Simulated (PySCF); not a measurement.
# ScCl₄⁻: one-bond stretch

These are results of PBE/[Sc def2-SVPD, Cl def2-SVPD], no relativity, density fitting, PySCF, not measurements.

Rigid scan from the singlet minimum (Sc–Cl 2.358 Å (×4); Cl–Sc–Cl 109.5° (×6)). Coordinate: the bond from Sc to the last atom (Cl) scaled, the rest fixed. Energies in kJ/mol from the minimum.

(1) Predict the curve at 0.92, 0.96, 1.00, 1.05, 1.12, 1.20, 1.35, 1.55, 1.80, 2.20.

Answers

(1) 
```
scale of one bond  E (kJ/mol)  dipole size (D, about the centre of mass)
             0.92        21.0                                       1.06
             0.96         4.6                                       0.53
             1.00         0.0                                       0.00
             1.05         5.1                                       0.66
             1.12        23.8                                       1.57
             1.20        52.4                                       2.58
             1.35       109.3                                       4.44
             1.55       173.0                                          –
             1.80       227.6                                          –
             2.20       273.9                                          –
```

At long bonds a restricted determinant can lie too high, and another spin state can fall below this curve.
